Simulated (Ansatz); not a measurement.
F₂H₅NSi₂, SMILES N[SiH2][SiH](F)F.

The structure is a stationary point at PBE-D3(BJ)/def2-SVP. The structure was generated by enumeration, and PubChem lists no compound with its InChIKey, so it may never have been made. The values are those of a single conformer.

Two levels are set side by side: PBE/def2-SVPD (Ansatz, a program for electronic structure) and PBE0/def2-SVPD (Ansatz). Energy differences of separate SCF runs at the same geometry; the states with an electron removed or added have multiplicity 2 and 2. Differences are taken from unrounded values.

```
quantity                            PBE
---------------------------------  ----
vertical ionisation energy (eV)    9.19
vertical singlet–triplet gap (eV)  4.42
```

These are the PBE values. What does PBE0 give? (Estimate from the structure and the level; the computed values follow.)


| quantity | PBE0 | PBE minus PBE0 |
|---|---|---|
| vertical ionisation energy (eV) | 9.51 | -0.32 |
| vertical singlet–triplet gap (eV) | 4.81 | -0.39 |
